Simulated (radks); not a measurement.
Species: the platinum ion Pt3+. Configuration: [Xe] 4f14 5d7 (the NIST ground configuration). Calculated with a radial shooting solver on a logarithmic mesh with Libxc functionals: non-relativistic Kohn-Sham, PBE, spin-unpolarised, spherical densities, point nucleus; relativity is left out, which matters for an element this heavy.

Normalised radial functions P(r) = r R(r), r in bohr:

```
   r/bohr * 4s, o 4p, + 4d (the largest magnitude, 1.68, reaches the edge; | marks zero, & curves that meet)
 0.001312                             & *
 0.001736                             &  *
 0.002315                             &  *
 0.003064                             &   *
 0.004054                             +o   *
 0.005407                             +o    *
 0.007154                             + o    *
 0.009541                             + o    *
  0.01262                             +   o  *
  0.01684                             |+   *o
  0.02228                             |+*     o
  0.02971                          *  | +       o
  0.03932                     *       |   +      o
  0.05244                  *          |      +  o
  0.06938                    *        |   o      +
  0.09254                        o    *             +
   0.1224               o             |          *   +
    0.162             o               |         +      *
   0.2161                        o  + |       *
   0.2859            +    *           |            o
   0.3813  *+                         |                          o
   0.5045   * +                       |                        o
   0.6729             + *             |              o
   0.8903                      + *    |     o
    1.188                           +*|o
    1.571                             &
    2.096                             &
    2.773                             &
    3.698                             &
    4.893                             &
```

4s: eigenvalue -610.99 eV, 3 radial nodes at r = 0.0247, 0.0935, 0.243 bohr, <r> = 0.456 bohr, 90 % of the charge inside 0.653 bohr. 4p: eigenvalue -517.61 eV, 2 radial nodes at r = 0.0801, 0.234 bohr, <r> = 0.461 bohr, 90 % of the charge inside 0.667 bohr. 4d: eigenvalue -346.23 eV, 1 radial node at r = 0.206 bohr, <r> = 0.471 bohr, 90 % of the charge inside 0.701 bohr.
